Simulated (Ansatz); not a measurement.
C2H6OSi, SMILES `CC1O[SiH2]1`. Charge 0, multiplicity 1. The geometry is a stationary point of PBE0-D4/def2-TZVP.

```xyz
10

C    -0.909    0.379    0.982
C    -0.387   -0.370   -0.206
O    -0.075    0.486   -1.369
Si    1.307   -0.274   -0.841
H    -0.240    1.192    1.272
H    -1.018   -0.296    1.834
H    -1.890    0.812    0.761
H    -1.007   -1.216   -0.507
H     1.895   -1.292   -1.739
H     2.325    0.579   -0.188
```

Question: What is the dipole moment at PBE/def2-TZVPP? (An estimate is asked.)

Answer: Ansatz gave: 1.59 D, with components (0.66, -0.91, 1.13) D in this frame, pointing from negative to positive charge.

Question: And with r2SCAN, B3LYP, ωB97M-V? (Estimate.)

Answer: The calculation gave: r2SCAN 1.67 D, B3LYP 1.81 D, ωB97M-V 1.84 D.

Question: Give the Mulliken charges with PBE, ωB97M-V, r2SCAN in def2-TZVPP. (Estimate.)

Answer: Computed: 
```csv
atom,PBE,ωB97M-V,r2SCAN
C1,-0.21,-0.26,-0.09
C2,0.02,-0.06,0.02
O3,-0.34,-0.40,-0.42
Si4,0.34,0.38,0.46
H5,0.08,0.09,0.04
H6,0.07,0.09,0.04
H7,0.09,0.11,0.05
H8,0.08,0.11,0.05
H9,-0.06,-0.03,-0.08
H10,-0.07,-0.03,-0.08
```

B3LYP here is the variant with VWN-RPA as its local correlation; programs differ in this.
